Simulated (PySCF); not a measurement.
**Löwdin shares of the frontier orbitals**

Compound: (LiF)4 ring, Li4F4.
Z-matrix (Å and degrees, PBE0-D3(BJ)/def2-SVP geometry), rows numbered from 1:
```
Li
F   1  1.6759
Li  2  1.6766  1  128.65
F   3  1.6766  2  142.59  1     0.20
Li  4  1.6759  3  128.02  2    -0.10
F   5  1.6760  4  140.95  3    -0.71
Li  6  1.6764  5  128.62  4     0.59
F   7  1.6761  6  141.99  5     0.61
```

Computed with TDDFT wB97X-D/def2-SVPD, vertical, gas phase, core orbitals frozen in the response in PySCF.

Kohn–Sham orbitals with the atoms that hold most of them (Löwdin shares over 4%, at most four atoms; ? is withheld):

```tsv
orbital	ε (eV)	atoms
HOMO-3	-11.67	F6 28%, F2 28%, F4 21%, F8 20%
HOMO-2	-11.66	F4 28%, F8 28%, F2 21%, F6 20%
HOMO-1	-11.51	F4 25%, F2 25%, F6 25%, F8 25%
HOMO	-11.51	F8 26%, F2 25%, F6 24%, F4 24%
LUMO	?	?
LUMO+1	1.12	Li1 40%, Li5 40%, Li7 9%, Li3 9%
LUMO+2	1.14	Li7 40%, Li3 39%, Li1 9%, Li5 9%
```

(1) Give the leading atoms of the LUMO.

(2) What is the LUMO energy, and the HOMO–LUMO gap?

Results:

(1) Li1 (bonded to 2 F) 25%; Li7 (bonded to 2 F) 24%; Li5 (bonded to 2 F) 24%; Li3 (bonded to 2 F) 24%.

(2) ε(LUMO) = 0.77 eV; the gap is 12.28 eV (0.4512 hartree).

Within 0.005 eV of a neighbour in this list lie HOMO-3/HOMO-2.

Problem. The HOMO–LUMO gap is 12.28 eV. Where does the response calculation put the lowest singlet, and from which orbitals?

Solution. S1 is at 8.41 eV (f = 0.0000), 3.87 eV below the gap, made of HOMO-1/HOMO→LUMO (≥61%), HOMO-3/HOMO-2→LUMO+1 (≥12%), HOMO-3/HOMO-2→LUMO+2 (≥11%). 

Next come S2 at 8.45 eV (f 0.0001), HOMO-1/HOMO→LUMO (≥64%), HOMO-4→LUMO+1 (11%), HOMO-5→LUMO+2 (10%); S3 at 8.52 eV (f 0.0000), HOMO-3/HOMO-2→LUMO (≥57%), HOMO-1/HOMO→LUMO+1 (≥16%); S4 at 8.52 eV (f 0.0000), HOMO-3/HOMO-2→LUMO (≥57%), HOMO-1/HOMO→LUMO+2 (≥15%); S5 at 8.60 eV (f 0.067), HOMO-4→LUMO (56%), HOMO-1/HOMO→LUMO+1 (≥20%).

Orbitals of the list HOMO-3 to LUMO+2 that lie within 0.01 eV of each other are written together with a slash and their weights summed (≥ marks a lower bound); for degenerate orbitals outside that list single weights are arbitrary.

One conformer stands for the species.
